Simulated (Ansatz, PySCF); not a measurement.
Energy landscape of F2S, singlet: symmetric bend, bond length relaxed. Scanned: F-S-F angle. Other coordinates (S-F bond length) were minimised at B3LYP/def2-TZVP.

- MP2/aug-cc-pVQZ = MP2 on RHF/aug-cc-pVQZ, frozen core (Ansatz, an electronic-structure program)
- RHF/def2-TZVP, density fitting (PySCF)
- CCSD(T)/aug-cc-pVQZ = CCSD(T) on RHF/aug-cc-pVQZ, frozen core run with Ansatz

Energies relative to the lowest point of each profile, in kcal/mol:

| a / ° | MP2/aug-cc-pVQZ | RHF |
|---|---|---|
| 180 | 58.0 | 77.7 |
| 167 | 54.0 | 72.1 |
| 157 | 46.4 | 61.7 |
| 147 | 36.5 | 48.6 |
| 137 | 26.0 | 34.7 |
| 127 | 16.0 | 21.6 |
| 117 | 7.6 | 10.5 |
| 107 | 1.8 | 2.9 |
| 97 | 0.0 | 0.0 |
| 87 | 4.1 | 4.4 |
| 80 | 12.2 | 13.9 |

**Question.** Predict the corresponding CCSD(T)/aug-cc-pVQZ column.

**Answer.** 180: 57.4; 167: 53.7; 157: 46.4; 147: 36.8; 137: 26.5; 127: 16.5; 117: 8.0; 107: 2.0; 97: 0.0; 87: 3.8; 80: 11.7 (kcal/mol).
